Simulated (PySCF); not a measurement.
All of these have the formula C6H9OP. Method used: TDDFT B3LYP/def2-SVPD, vertical, gas phase, core orbitals frozen in the response in PySCF 2.14.0, density-fitted response routines. Geometries: GFN2-xTB; one conformer of each isolated species. Triplets are in the Tamm–Dancoff approximation.

A. `O(C)C1=C(P1C=C)C`
B. `C=CC1=CC[P@H](=O)C1`
C. `C#CP1CCOCC1`
D. `CCc1oc(C)cp1`

Lowest singlet levels (six at most, fewer where fewer were computed) with oscillator strengths:

1. 5.28 eV (f 0.015); 5.79 eV (f 0.050); 6.38 eV (f 0.010); 6.40 eV (f 0.006); 6.41 eV (f 0.001); 6.60 eV (f 0.001); T1 4.77 eV
2. 4.98 eV (f 0.158); 5.62 eV (f 0.004); 5.62 eV (f 0.022); 5.75 eV (f 0.003); 5.86 eV (f 0.014); 6.43 eV (f 0.232); T1 3.13 eV
3. 5.32 eV (f 0.060); 5.43 eV (f 0.271); 5.59 eV (f 0.222); 6.23 eV (f 0.006); 6.54 eV (f 0.011); 6.73 eV (f 0.016); T1 3.21 eV
4. 4.28 eV (f 0.009); 5.20 eV (f 0.003); 5.46 eV (f 0.002); 5.63 eV (f 0.051); 5.81 eV (f 0.027); 5.95 eV (f 0.126); T1 3.81 eV

Problem. Match each spectrum to its molecule.

Solution. 1 = C, 2 = D, 3 = B, 4 = A.
- A: S1 at 4.28 eV, HOMO→LUMO (97%); Löwdin shares by element: HOMO carbon 37% or more, phosphorus 29%, oxygen 11% (atoms not listed hold the other 23%); LUMO carbon 63% or more, phosphorus 11% (atoms not listed hold the other 26%); HOMO -5.93 and LUMO -0.64 eV.
- B: S1 at 5.32 eV, HOMO-1→LUMO (89%), HOMO→LUMO (9%); Löwdin shares by element: HOMO carbon 78% or more (atoms not listed hold the other 22%); LUMO carbon 77% or more (atoms not listed hold the other 23%); HOMO -6.84 and LUMO -1.44 eV.
- C: S1 at 5.28 eV, HOMO→LUMO (94%); Löwdin shares by element: HOMO phosphorus 41%, carbon 38% or more (atoms not listed hold the other 21%); LUMO carbon 57% or more, phosphorus 22% (atoms not listed hold the other 22%); HOMO -6.68 and LUMO -0.24 eV; point group Cs.
- D: S1 at 4.98 eV, HOMO→LUMO (93%); Löwdin shares by element: HOMO carbon 54% or more, phosphorus 24% (atoms not listed hold the other 22%); LUMO carbon 35% or more, phosphorus 33%, oxygen 14% (atoms not listed hold the other 17%); HOMO -6.06 and LUMO -0.81 eV.
B and C have S1 within 0.04 eV of each other; their strongest listed levels stand at 5.43 eV (f 0.271) and 5.79 eV (f 0.050).
